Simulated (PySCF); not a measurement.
Si(Cl)2(GeH3)(OH) (Cl₂GeH₄OSi), SMILES O[Si](Cl)(Cl)[GeH3]. Geometry optimised at PBE-D3(BJ)/def2-SVP. This is a generated structure with no PubChem entry under its InChIKey; it may be hypothetical. One conformer was computed; it need not be the lowest.

The numbers are results of PBE-D3(BJ)/def2-SVP (PySCF 2.14.0), not measurements.

Harmonic wavenumbers (cm⁻¹): 83, 96, 105, 178, 186, 194, 290, 351, 454, 462, 534, 574, 759, 790, 847, 847, 904, 2086, 2104, 2106, 3734. Rotational constants (GHz): 1.706, 0.9861, 0.8158; symmetry number 1.

### Question
Work out the zero-point energy and the ideal-gas rigid-rotor harmonic-oscillator thermochemistry at 298.15 K and 1 atm.

### Answer
ZPE = ½ Σ hcν = ½ × 17685 cm⁻¹ = 105.78 kJ/mol. H − E(el) = 131.51 kJ/mol. Entropy in J/(mol K): translation 174.29, rotation 124.85, vibration 99.17, total 398.31. G − E(el) = 12.75 kJ/mol. Cp = 128.27 J/(mol K). Modes under 150 cm⁻¹ make the vibrational entropy uncertain.
